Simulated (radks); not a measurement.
Q: The mean radii <r> (bohr) of the occupied orbitals of an atom or ion are listed with their occupations. Calculated with a radial shooting solver on a logarithmic mesh with Libxc functionals: non-relativistic Kohn-Sham, exchange-only PBE, spin-polarised, spherical densities, point nucleus.

| orbital | occ. | <r> |
|---|---|---|
| 1s | 2 | 0.03042 |
| 2s | 2 | 0.1314 |
| 2p | 6 | 0.1121 |
| 3s | 2 | 0.3526 |
| 3p | 6 | 0.3436 |
| 3d | 10 | 0.3147 |
| 4s | 2 | 0.8479 |
| 4p | 6 | 0.8965 |
| 4d | 10 | 1.066 |

Name the element and its charge. Open shells, if any, are filled with parallel spins first.

A: Z = 50, tin, charge +4: Sn4+ in [Kr] 4d10. The 1s radius gives Z: for a bare nucleus <r> = 1.5/Z, 0.03 bohr for Z = 50, and screening makes it slightly larger (0.03042 here). The occupations add up to 46, and the charge is Z minus that.
